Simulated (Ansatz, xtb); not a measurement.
**C6H7FO: which of two isomers lies lower**

We compare X, `C=CC1(C(=O)F)CC1`, a singlet, with Y, `CC1=C(F)CC=CO1`, a singlet. Both are isolated molecules in the gas phase, relaxed with B3LYP/def2-SVP, each in the lowest conformer that the search found.

Energies in hartree; the thermal terms are from GFN2-xTB frequencies at re-optimised GFN2-xTB minima (ideal gas, soft modes damped towards free rotors, one conformer each, 298.15 K, 1 atm) and include the zero-point energy:

|  | X | Y |
| --- | --- | --- |
| E, CCSD(T)/def2-SVP | −406.496793 | −406.484607 |
| E, MP2/def2-SVP | −406.402994 | −406.385582 |
| E, MP2/def2-TZVPP | −407.152852 | −407.140462 |
| zero-point energy | 0.113876 | 0.114811 |
| H(298 K) − E | 0.122770 | 0.123503 |
| G(298 K) − E | 0.081389 | 0.082479 |

Task: Correct the CCSD(T) difference for the basis set by the MP2 change, then work out ΔE, ΔE₀, ΔH and ΔG for X → Y in kcal/mol (1 Eh = 627.51 kcal/mol) and the equilibrium ratio [Y]/[X].

Result: 1. Differences Y − X: CCSD(T) +0.012186, MP2 in the small set +0.017412, MP2 in the large set +0.012390 Eh.
2. ΔE = +0.012186 + (+0.012390 − (+0.017412)) = +0.007164 Eh = +4.50 kcal/mol.
3. ΔE₀ = ΔE + ΔZPE = +0.007164 + (+0.000935) Eh = +5.08 kcal/mol.
4. ΔH = ΔE + (+0.000733) Eh = +4.96 kcal/mol.
5. ΔG = ΔE + (+0.001090) Eh = +5.18 kcal/mol, so ΔS = (ΔH − ΔG)/T = −3.1 J/(mol K).
6. kT = 0.9442 mEh, so K = [Y]/[X] = exp(−ΔG/kT) = exp(−8.74) ≈ 1.6 × 10^−4.

Structure X is favoured at this temperature. An error of 1 kcal/mol in ΔG would change K by a factor of 5.4. The basis-set step is large, which makes the value less sure. GFN2-xTB, HF/STO-3G gave ΔE the other sign. Mirror images and further conformers aren't counted.

As drawn, Y has 1 C=C, 2 C–O in place of 2 C–C, 1 C=O. Structure X has a 3-membered ring, Y a 6-membered ring.

Other levels gave ΔE = −14.5 (GFN2-xTB); −32.1 (HF/STO-3G, GFN2-xTB geometries); +4.3 (r2SCAN-D4/def2-SVP, GFN2-xTB geometries); +1.8 (B3LYP/def2-SVP); +4.6 (HF/def2-SVP); +10.9 (MP2/def2-SVP); +7.6 (CCSD(T)/def2-SVP) kcal/mol. The correlated steps freeze 8 core orbitals. Programs: Ansatz 0.2.0, xtb 6.7.1.
